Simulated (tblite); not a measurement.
Species: C5H5P2 (charge -1).
Atom-mapped SMILES: `[CH2:1]=[CH:2][c:3]1[cH:4][p:5][cH:6][p-:7]1` (hydrogens: H8, H9 on C1; H10 on C2; H11 on C4; H12 on C6)

A start from a force field or distance geometry was refined with GFN2-xTB geometry optimisation, gas phase (tblite). Values at the start:

```json
{"coordinate": "C1=C2", "start": "1.310 Å"}
{"coordinate": "C1–H8", "start": "1.076 Å"}
{"coordinate": "C1–H9", "start": "1.106 Å"}
{"coordinate": "C2–C3", "start": "1.472 Å"}
{"coordinate": "C2–H10", "start": "1.095 Å"}
{"coordinate": "C3–C4", "start": "1.423 Å"}
{"coordinate": "C3–P7", "start": "1.763 Å"}
{"coordinate": "C4–P5", "start": "1.934 Å"}
{"coordinate": "C4–H11", "start": "1.063 Å"}
{"coordinate": "P5–C6", "start": "1.825 Å"}
{"coordinate": "C6–P7", "start": "1.683 Å"}
{"coordinate": "C6–H12", "start": "1.083 Å"}
{"coordinate": "C1–C2–C3", "start": "123.6°"}
{"coordinate": "C2–C3–C4", "start": "108.7°"}
{"coordinate": "C2–C3–P7", "start": "127.3°"}
{"coordinate": "C3–C4–P5", "start": "100.5°"}
{"coordinate": "C3–P7–C6", "start": "104.0°"}
{"coordinate": "C4–C3–P7", "start": "124.0°"}
{"coordinate": "C4–P5–C6", "start": "105.9°"}
{"coordinate": "P5–C6–P7", "start": "105.6°"}
```

How do these coordinates change at the GFN2-xTB level?

```json
{"coordinate": "C4–P5", "GFN2-xTB (Å or °)": "1.732", "change": "-0.202"}
{"coordinate": "P5–C6", "GFN2-xTB (Å or °)": "1.735", "change": "-0.090"}
{"coordinate": "C6–P7", "GFN2-xTB (Å or °)": "1.720", "change": "+0.037"}
{"coordinate": "C3–C4", "GFN2-xTB (Å or °)": "1.387", "change": "-0.036"}
{"coordinate": "C2–C3", "GFN2-xTB (Å or °)": "1.440", "change": "-0.032"}
{"coordinate": "C1–H9", "GFN2-xTB (Å or °)": "1.080", "change": "-0.026"}
{"coordinate": "C1=C2", "GFN2-xTB (Å or °)": "1.335", "change": "+0.025"}
{"coordinate": "C4–H11", "GFN2-xTB (Å or °)": "1.083", "change": "+0.020"}
{"coordinate": "C2–H10", "GFN2-xTB (Å or °)": "1.087", "change": "-0.008"}
{"coordinate": "C3–P7", "GFN2-xTB (Å or °)": "1.768", "change": "+0.005"}
{"coordinate": "C1–H8", "GFN2-xTB (Å or °)": "1.077", "change": "+0.001"}
{"coordinate": "C6–H12", "GFN2-xTB (Å or °)": "1.083", "change": "0.000"}
{"coordinate": "C3–C4–P5", "GFN2-xTB (Å or °)": "118.4", "change": "+17.9"}
{"coordinate": "C2–C3–C4", "GFN2-xTB (Å or °)": "125.3", "change": "+16.6"}
{"coordinate": "P5–C6–P7", "GFN2-xTB (Å or °)": "118.7", "change": "+13.1"}
{"coordinate": "C4–P5–C6", "GFN2-xTB (Å or °)": "93.5", "change": "-12.4"}
{"coordinate": "C3–P7–C6", "GFN2-xTB (Å or °)": "93.9", "change": "-10.1"}
{"coordinate": "C4–C3–P7", "GFN2-xTB (Å or °)": "115.5", "change": "-8.5"}
{"coordinate": "C2–C3–P7", "GFN2-xTB (Å or °)": "119.2", "change": "-8.1"}
{"coordinate": "C1–C2–C3", "GFN2-xTB (Å or °)": "127.4", "change": "+3.8"}
```

The energy falls by 2.013 eV over 28 L-BFGS steps, the largest force on an atom goes from 7.04 to 0.009 eV/Å, and the atoms move by 0.196 Å rms after alignment. The bond that changes most is C4–P5 (ends: aromatic CH carbon; phosphorus bonded to 2 C), which shortens by 0.202 Å. Bonds longer at the end by more than 0.005 Å: 3 of 12; shorter: 6. Rotational constants go from 3472, 1481, 1038 to 3422, 1474, 1030 MHz.

The run took 0.18 s on an Arm Neoverse V1 with one thread, on a shared host.

Its GFN2-xTB frequencies are all real (lowest 84 cm⁻¹).

Conformer computed: `[CH2:1]=[CH:2][c:3]1[cH:4][p:5][cH:6][p-:7]1`: C1–C2–C3–C4 0°.

One conformer stands for the species.
